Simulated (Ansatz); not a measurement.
Geometry optimisation, Ansatz, UKS PBE-D4/def2-TZVP.

input.yaml

```yaml
crystal:
  periodic: [false, false, false]
  atoms:
    - { symbol: Ge, position_ang: [-0.034646, -0.023902, -0.233895] }
    - { symbol: H, position_ang: [-0.014767, -0.00257, 2.522037] }
    - { symbol: O, position_ang: [1.65895, -0.011002, -0.878478] }
    - { symbol: H, position_ang: [2.040291, -0.903757, -0.801824] }
    - { symbol: H, position_ang: [-0.648206, 1.278477, -0.826605] }
    - { symbol: H, position_ang: [-0.75916, -1.30313, -0.786719] }
    - { symbol: H, position_ang: [-0.047863, 0.013784, 3.237583] }
magnetization:
  spin_polarized: true
  initial_magnetization: 1
basis:
  gaussian: { orbitals: def2-TZVP }
hamiltonian:
  xc: pbe
  dispersion: d4
relax:
  f_tol: 0.03
  max_steps: 50
```

Launched with:

```bash
$ ansatz run input.yaml --threads 4 --pin off --max-ram 5120MiB --backend cpu --events-out ev --progress --plain --runs-dir out
```

Problem. Where does it end, and by what steps?

Solution. The run converged. After 5 steps the energy has fallen by 0.056 eV; H7 moved furthest, 0.39 Å.

```
step  energy less start (eV)  largest force component (eV/Å)  accepted
   0                  0.0000                           1.607       yes
   1                 -0.0490                           0.122       yes
   2                 -0.0543                           0.051       yes
   3                 -0.0557                           0.036       yes
   4                 -0.0510                           0.313        no
   5                 -0.0560                           0.004       yes
```

```xyz
7
Properties=species:S:1:pos:R:3
Ge -0.031 -0.030 -0.388
H -0.062 0.015 2.870
O 1.670 -0.023 -1.015
H 2.078 -0.902 -0.923
H -0.629 1.276 -0.998
H -0.759 -1.311 -0.938
H -0.072 0.023 3.624
```

Whether the end is a true minimum wasn't checked by a vibrational analysis.

Run time: 7.5 s on 4 threads of Arm Neoverse V1, with other jobs on the host, peak memory 0.18 GiB.
